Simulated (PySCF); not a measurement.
One of the candidates below gave these computed data.

All candidates are C5H13B.

* Couplings: largest of the computed one-bond spin–spin couplings (means over like bonds): 13C–1H +131.8 (×3), 13C–1H +130.3 (×2), 13C–1H +125.8 (×2), 13C–1H +122.9 (×6), 13C–11B +50.6, 13C–11B +50.5 (×2), 13C–13C +36.8, 13C–13C +28.7 Hz [B3LYP/pcJ-1, spin–dipole term left out for some pairs]
* UV, first state: lowest singlet excitation: 6.02 eV (206 nm, f = 0.008) [TDDFT B3LYP/def2-SVPD]
* XPS: B1s 195.3, C1s 289.6, C1s 289.9 (×2), C1s 290.4, C1s 290.5 eV [ΔSCF SCAN, pcX-2 on the ionised atom, pcseg-1 elsewhere, spin-free X2C]
* NMR, other nuclei: isotropic shieldings of nuclei other than C and H, by class: 9 (1 B) ppm [GIAO B3LYP/pcSseg-1]
* 13C NMR: chemical shifts (computed TMS as zero) by class: 36.5 (1 C), 21.6 (1 C), 20.7 (1 C), 15.1 (2 C) ppm [GIAO B3LYP/pcSseg-1]
* Polarisability: 78.6 au [B3LYP/def2-SVPD]
* Rotational structure: rotational constants A, B, C: 5.751, 1.714, 1.473 GHz [PBE0-D3(BJ)/def2-SVP]
* 1H NMR: chemical shifts (computed TMS as zero) by class: 1.15 (3 H), 1.11 (2 H), 1.00 (2 H), 0.84 (6 H) ppm [GIAO B3LYP/pcSseg-1]

The electronic properties come from PySCF, for the isolated species, density fitting. Levels stand in brackets. Isolated species at its PBE0-D3(BJ)/def2-SVP geometry (one conformer only). NMR values are class means; diastereotopic atoms form classes of their own.

Question: Which candidate is it?
A. `CCB(C)CC` (BEt2Me)
B. `CB(C)C(C)C` (BMe2(iPr))
C. `CCCB(C)C` (BMe2(nPr))

Answer: C. It is `CCCB(C)C`. 5 carbons fall into 4 classes; from least to most shielded: carbon bonded to B, C and 2 H (36.5 ppm), carbon bonded to C and 3 H (21.6 ppm), carbon bonded to 2 C and 2 H (20.7 ppm), carbon bonded to B and 3 H (15.1 ppm, 2 C). Hydrogen classes from least to most shielded: 3 H on a carbon bonded to C and 3 H (1.15 ppm), 2 H on a carbon bonded to B, C and 2 H (1.11 ppm), 2 H on a carbon bonded to 2 C and 2 H (1.00 ppm), 6 H on 2 like atoms (carbon bonded to B and 3 H) (0.84 ppm). The other shieldings belong to: 9 ppm, boron bonded to 3 C. The couplings run between: +131.8 Hz, carbon bonded to C and 3 H and its hydrogen (with 2 like pairs); +130.3 Hz, carbon bonded to 2 C and 2 H and its hydrogen (with 1 like pair); +125.8 Hz, carbon bonded to B, C and 2 H and its hydrogen (with 1 like pair); +122.9 Hz, carbon bonded to B and 3 H and its hydrogen (with 5 like pairs); +50.6 Hz, carbon bonded to B, C and 2 H and boron bonded to 3 C; +50.5 Hz, carbon bonded to B and 3 H and boron bonded to 3 C (with 1 like pair); +36.8 Hz, carbon bonded to 2 C and 2 H and carbon bonded to C and 3 H; +28.7 Hz, carbon bonded to B, C and 2 H and carbon bonded to 2 C and 2 H. The core levels belong to: B1s 195.3 eV, boron bonded to 3 C; C1s 289.6 eV, carbon bonded to B, C and 2 H; C1s 289.9 eV, carbon bonded to B and 3 H; C1s 290.4 eV, carbon bonded to C and 3 H; C1s 290.5 eV, carbon bonded to 2 C and 2 H. One atom of each topological class was ionised and stands for its class. The optimised geometry has point group C1 and is an asymmetric top.

The others, at the same levels:
- `CB(C)C(C)C` fails: it has 3 carbon classes against 4; its computed 13C shifts are 29.7 (1 C), 19.0 (2 C), 13.2 (2 C) ppm, core binding energies are B1s 195.2, C1s 289.7, C1s 289.9 (×2), C1s 290.3 (×2) eV and 1H shifts are 1.30 (1 H), 0.88 (6 H), 0.83 (6 H) ppm.
- `CCB(C)CC` fails: its computed core binding energies are B1s 195.2, C1s 289.7 (×2), C1s 289.9, C1s 290.5 (×2) eV, rotational constant A is 4.388 GHz (against 5.751 GHz) and smallest rotational constant is 1.710 GHz (against 1.473 GHz).
